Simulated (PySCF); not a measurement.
# 31P chemical shifts

PySCF calculation with shieldings: GIAO PBE0/pcSseg-1 and geometry from GFN2-xTB; fast rotation and ring inversion assumed for equivalent nuclei, single conformer, non-relativistic Hamiltonian, no solvent model.

Shieldings were converted by a linear fit to measured shifts: 31P: δ = 270.09 − 0.828σ (rms 18.1 ppm, 64 shifts vs H3PO4, solution or neat liquid). Occasional misses reach two or three times the rms, and more in compound classes unlike the fitted ones.

Task: Give the 31P shifts of `O=[P@@H]1C[C@@H]1c1ccccc1`, `CN(C)P1(=N[SiH3])C=C1`.

Result: 
| compound | environment | δ (ppm) |
| --- | --- | --- |
| O=[P@@H]1C[C@@H]1c1ccccc1 | phosphorus bonded to 2 C, O, H, in a 3-membered ring | -72.3 |
| CN(C)P1(=N[SiH3])C=C1 | phosphorus bonded to 2 C, 2 N, in a 3-membered ring | -69.2 |

Task: Match the shifts 181.9, 130.5, 36.9, 19.0, -69.0, -86.5 ppm to `COC1=C(C)[P@@H]1=S`, `C#Cc1pc(C)oc1CC`, `CC#CP(C)c1ccoc1`, `N[P@]1(=N[SiH3])C=CCC1`, `CC(=O)c1cpccc1C`, `O=[PH]1Cc2ccccc2C1`.

Result: 181.9: CC(=O)c1cpccc1C (phosphorus bonded to 2 C, in a 6-membered ring); 130.5: C#Cc1pc(C)oc1CC (phosphorus bonded to 2 C, in a 5-membered ring); 36.9: N[P@]1(=N[SiH3])C=CCC1 (phosphorus bonded to 2 C, 2 N, in a 5-membered ring); 19.0: O=[PH]1Cc2ccccc2C1 (phosphorus bonded to 2 C, O, H, in a 5-membered ring); -69.0: CC#CP(C)c1ccoc1 (phosphorus bonded to 3 C); -86.5: COC1=C(C)[P@@H]1=S (phosphorus bonded to 2 C, S, H, in a 3-membered ring).
